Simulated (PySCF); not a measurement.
These 2 structures share the formula C4H11NO2Si. Computed with PBE0-D3(BJ)/def2-SVP geometry optimisation, gas phase in PySCF 2.14.0. Energies are electronic, without zero-point or thermal terms, for one conformer each. No frequencies were run at this level. Point groups hold within 0.08 Å.

Question: Rank from lowest to highest electronic energy at this level (kJ/mol).
A. `[CH3:1]/[N:2]=[CH:3]/[CH2:4][O:5][SiH2:6][O:7][CH3:8]` with N2–C3–C4–O5 133°, C3–C4–O5–Si6 83°, C4–O5–Si6–O7 -72°, O5–Si6–O7–C8 -69°
B. `[CH3:1][C:2](=[O:3])[O:4][SiH2:5][N:6]([CH3:7])[CH3:8]` with C1–C2–O4–Si5 180°, C2–O4–Si5–N6 -179°, O4–Si5–N6–C7 -82°

Answer: B (0.0), A (121.4).

As drawn, the lower has a C=O bond and a C(=O)–O unit, which the higher lacks; the higher has a C=N bond, which the lower lacks.

| SMILES | E (Eh) | E rel (kJ/mol) | dipole (D) | point group | A, B, C (MHz) |
| --- | --- | --- | --- | --- | --- |
| CC(=O)O[SiH2]N(C)C | -652.92740 | 0.0 | 2.73 | – | 3765, 815.5, 785.9 |
| C/N=C/CO[SiH2]OC | -652.88116 | 121.4 | 1.53 | C1 | 2595, 894.0, 705.1 |
